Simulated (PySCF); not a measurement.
C₂H₇BOS₂ (SMILES CSB(O)SC), singlet, at a GFN2-xTB geometry; DF-PBE/pcseg-2 run with PySCF.

PySCF was given this input:
```python
from pyscf import gto, scf, dft

mol = gto.Mole()
mol.atom = '''
    B    -0.027309    0.073490    0.602910
    O     0.413095   -0.080835    1.861143
    H    -0.100456    0.303036    2.571647
    S     0.959936   -0.660238   -0.727500
    C     2.317437   -1.412350    0.223720
    H     2.835406   -0.638146    0.779667
    H     2.981164   -1.875898   -0.498051
    H     1.909530   -2.154600    0.901607
    S    -1.557865    0.985295    0.239906
    C    -1.671854    0.884661   -1.575123
    H    -0.796570    1.351148   -2.015319
    H    -2.573355    1.416036   -1.860229
    H    -1.730576   -0.157113   -1.873084
'''
mol.basis = 'pcseg-2'
mol.charge = 0
mol.spin = 0
mol.verbose = 4
mol.max_memory = 1800
mol.build()

mf = dft.RKS(mol)
mf.xc = 'pbe'
mf = mf.density_fit(auxbasis='def2-universal-jkfit')
mf.kernel()
```

### Question
Write the output that PySCF gives for this input, abridged.

### Answer

```
PySCF version 2.14.0

[INPUT] verbose = 4
[INPUT] num. atoms = 13
[INPUT] num. electrons = 64
[INPUT] charge = 0
[INPUT] spin (= nelec alpha-beta = 2S) = 0
[INPUT] symmetry False subgroup None
[INPUT] Mole.unit = angstrom
[INPUT] Symbol           X                Y                Z      unit          X                Y                Z       unit  Magmom
[INPUT]  1 B     -0.027309000000   0.073490000000   0.602910000000 AA   -0.051606530736   0.138875972894   1.139334777762 Bohr   0.0
[INPUT]  2 O      0.413095000000  -0.080835000000   1.861143000000 AA    0.780636413427  -0.152756011279   3.517050548651 Bohr   0.0
[INPUT]  3 H     -0.100456000000   0.303036000000   2.571647000000 AA   -0.189834327569   0.572655045884   4.859708519059 Bohr   0.0
[INPUT]  4 S      0.959936000000  -0.660238000000  -0.727500000000 AA    1.814016137110  -1.247668997031  -1.374775755621 Bohr   0.0
[INPUT]  5 C      2.317437000000  -1.412350000000   0.223720000000 AA    4.379321240934  -2.668954692029   0.422769528588 Bohr   0.0
[INPUT]  6 H      2.835406000000  -0.638146000000   0.779667000000 AA    5.358140791949  -1.205921167487   1.473357098361 Bohr   0.0
[INPUT]  7 H      2.981164000000  -1.875898000000  -0.498051000000 AA    5.633583492413  -3.544933457619  -0.941179986066 Bohr   0.0
[INPUT]  8 H      1.909530000000  -2.154600000000   0.901607000000 AA    3.608488726641  -4.071603907988   1.703790301991 Bohr   0.0
[INPUT]  9 S     -1.557865000000   0.985295000000   0.239906000000 AA   -2.943938189046   1.861937701903   0.453356635640 Bohr   0.0
[INPUT] 10 C     -1.671854000000   0.884661000000  -1.575123000000 AA   -3.159346180259   1.671767003084  -2.976551082503 Bohr   0.0
[INPUT] 11 H     -0.796570000000   1.351148000000  -2.015319000000 AA   -1.505299139045   2.553299673754  -3.808400963632 Bohr   0.0
[INPUT] 12 H     -2.573355000000   1.416036000000  -1.860229000000 AA   -4.862936171280   2.675920222525  -3.515323338974 Bohr   0.0
[INPUT] 13 H     -1.730576000000  -0.157113000000  -1.873084000000 AA   -3.270314677745  -0.296900540609  -3.539615768305 Bohr   0.0

nuclear repulsion = 351.197298420979
number of shells = 45
number of NR pGTOs = 433
number of NR cGTOs = 286
basis = pcseg-2
ecp = {}

******** <class 'pyscf.df.df_jk.DFRKS'> ********
method = DFRKS
initial guess = minao
damping factor = 0
level_shift factor = 0
DIIS = <class 'pyscf.scf.diis.CDIIS'>
diis_start_cycle = 1
diis_space = 8
diis_damp = 0
SCF conv_tol = 1e-09
SCF conv_tol_grad = None
SCF max_cycles = 50
direct_scf = False
XC library pyscf.dft.libxc version 7.1.2
    S. Lehtola, C. Steigemann, M. J. T. Oliveira, and M. A. L. Marques,  SoftwareX 7, 1–5 (2018)
XC functionals = pbe
    J. P. Perdew, K. Burke, and M. Ernzerhof,  Phys. Rev. Lett. 77, 3865 (1996)
    J. P. Perdew, K. Burke, and M. Ernzerhof,  Phys. Rev. Lett. 78, 1396 (1997)
    J. P. Perdew, K. Burke, and M. Ernzerhof,  Phys. Rev. Lett. 77, 3865 (1996)
    J. P. Perdew, K. Burke, and M. Ernzerhof,  Phys. Rev. Lett. 78, 1396 (1997)
radial grids:
    Treutler-Ahlrichs [JCP 102, 346 (1995); DOI:10.1063/1.469408] (M4) radial grids

becke partition: Becke, JCP 88, 2547 (1988); DOI:10.1063/1.454033
pruning grids: <function nwchem_prune>
grids dens level: 3
symmetrized grids: False
atomic radii adjust function: <function treutler_atomic_radii_adjust>
small_rho_cutoff = 0
Set gradient conv threshold to 3.16228e-05
Initial guess from minao.
tot grids = 162784
init E= -976.902849963348
  HOMO = -0.269078009581168  LUMO = -0.0826293773587124  gap/eV = 5.07353
cycle= 1 E= -976.400163758599  delta_E= 0.503  |g|= 0.822  |ddm|= 2.78
  HOMO = -0.127630498799168  LUMO = 0.00598786911874608  gap/eV = 3.63594
cycle= 2 E= -975.930313144237  delta_E= 0.47  |g|= 1.71  |ddm|= 1.66
  HOMO = -0.182704105659028  LUMO = -0.028919499068567  gap/eV = 4.18469
cycle= 3 E= -976.518166376868  delta_E= -0.588  |g|= 0.253  |ddm|= 1.29
  HOMO = -0.209687603956062  LUMO = -0.033764517582472  gap/eV = 4.78711
cycle= 4 E= -976.533029529223  delta_E= -0.0149  |g|= 0.0845  |ddm|= 0.273
  HOMO = -0.206963023195741  LUMO = -0.0309978848063975  gap/eV = 4.78826
cycle= 5 E= -976.534430543273  delta_E= -0.0014  |g|= 0.0377  |ddm|= 0.0872
  HOMO = -0.20452636057922  LUMO = -0.0300119181601747  gap/eV = 4.74878
cycle= 6 E= -976.534795626646  delta_E= -0.000365  |g|= 0.00948  |ddm|= 0.0456
  HOMO = -0.204855588326987  LUMO = -0.0304009457466578  gap/eV = 4.74715
cycle= 7 E= -976.53481918842  delta_E= -2.36e-05  |g|= 0.00324  |ddm|= 0.012
  HOMO = -0.204856490373291  LUMO = -0.0303596715102704  gap/eV = 4.74830
cycle= 8 E= -976.53482154458  delta_E= -2.36e-06  |g|= 0.00106  |ddm|= 0.0036
  HOMO = -0.204800402339167  LUMO = -0.0303576649725074  gap/eV = 4.74683
cycle= 9 E= -976.534821850017  delta_E= -3.05e-07  |g|= 0.000201  |ddm|= 0.00105
  HOMO = -0.204805230150863  LUMO = -0.0303564138070065  gap/eV = 4.74699
cycle= 10 E= -976.534821858254  delta_E= -8.24e-09  |g|= 9.55e-05  |ddm|= 0.000253
  HOMO = -0.20481379148895  LUMO = -0.0303588134713317  gap/eV = 4.74716
cycle= 11 E= -976.534821860281  delta_E= -2.03e-09  |g|= 3.97e-05  |ddm|= 0.000118
  HOMO = -0.204810447647917  LUMO = -0.0303588395650813  gap/eV = 4.74707
cycle= 12 E= -976.534821860688  delta_E= -4.07e-10  |g|= 7.16e-06  |ddm|= 4.3e-05
  HOMO = -0.204809972200359  LUMO = -0.0303582525215086  gap/eV = 4.74707
Extra cycle  E= -976.534821860669  delta_E= 1.93e-11  |g|= 1.24e-05  |ddm|= 1.51e-05
converged SCF energy = -976.534821860669
```
